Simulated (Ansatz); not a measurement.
Basis-set extrapolation for C2H8O2Si (`COC[SiH2]O`) (PBE0-D4/def2-TZVP geometry, frozen core, the Gaussian-basis code of Ansatz). Multiplicity 1, RHF reference.

```
                      def2-TZVPP   def2-QZVPP
                 HF  -519.184156  -519.204566
    MP2 correlation    -0.954078    -1.024924
CCSD(T) correlation    -1.034365      not run
```

Energies in hartree. Use E(X) = E(∞) + A·exp(−7.88·√X) for Hartree–Fock and E(X) = E(∞) + B·X^(−2.97) for correlation, with X = 3 and 4, and add CCSD(T) minus MP2 of the smaller set to the MP2 limit.

Problem. What is the CCSD(T) energy at the basis-set limit?

Solution. HF limit: -519.204566 + (-0.020410) × 0.13774 = -519.20738. MP2 limit: -1.024924 + (-0.070846) × 0.74074 = -1.07740. Higher-order term: -1.034365 − (-0.954078) = -0.08029. Total: -520.36507 hartree, 92.0 kcal/mol below CCSD(T)/def2-TZVPP.
